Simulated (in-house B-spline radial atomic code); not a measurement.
Radial electron density of Sr4+, [Ne] 3s2 3p5 3d10 4s2 4p4 4f1. Method: scalar-relativistic (X2C) Hartree-Fock with fractional occupations, spin-polarised, spherical fractional occupations, Fermi nucleus of rms radius 4.224 fm. Calculated with an all-electron radial atomic-structure program (B-spline basis).

Caution: exact exchange at fractional occupations of open shells leaves self-interaction of up to several eV.

One-electron X2C: radii and densities carry no picture-change correction, so inner-shell <1/r> comes out high (for 1s by about 2 % at Z = 33, 5 % at 54, 10 % at 75, 30 % at 118) and <r> low.

Columns: r (bohr), 4πr²n(r) (electrons per bohr), bar.

```
 0.00124    1.138 #
 0.00153    1.625 #
 0.00189    2.315 ##
 0.00234    3.289 ###
  0.0029    4.649 ####
 0.00359    6.498 #####
 0.00444    8.969 #######
  0.0055    12.23 ##########
 0.00681    16.38 #############
 0.00842    21.42 #################
  0.0104    27.24 #####################
  0.0129    33.64 ##########################
   0.016    39.82 ###############################
  0.0198    44.75 ###################################
  0.0245    47.43 #####################################
  0.0303    47.18 #####################################
  0.0375    44.29 ##################################
  0.0464    40.56 ################################
  0.0574    38.96 ##############################
  0.0711    41.96 #################################
   0.088    49.14 ######################################
   0.109    56.03 ############################################
   0.135    56.49 ############################################
   0.167     48.6 ######################################
   0.207    37.91 ##############################
   0.256    33.39 ##########################
   0.316    36.76 #############################
   0.392    40.18 ###############################
   0.485    35.15 ###########################
     0.6    23.21 ##################
   0.743    12.59 ##########
   0.919    8.008 ######
    1.14    6.909 #####
    1.41     5.42 ####
    1.74    3.074 ##
    2.16    1.237 #
    2.67   0.5132 
    3.31   0.3275 
    4.09   0.2256 
    5.06   0.1125 
    6.27  0.03427 
    7.76 0.005659 
     9.6 0.0004339 
    11.9 1.226e-05
```

On this grid the curve has 3 maxima, near 0.0245, 0.135, 0.392 bohr.

The 4p up radial function P(r) = rR(r), positive near the nucleus:

```csv
r (bohr),P
0.00189,0.00118
0.0029,0.002519
0.00444,0.005379
0.00681,0.01147
0.0104,0.02394
0.016,0.04911
0.0245,0.095
0.0375,0.1689
0.0574,0.2611
0.088,0.3146
0.135,0.2095
0.207,-0.1285
0.316,-0.4717
0.485,-0.3203
0.743,0.417
1.14,0.974
1.74,0.717
2.67,0.1963
4.09,0.01514
```
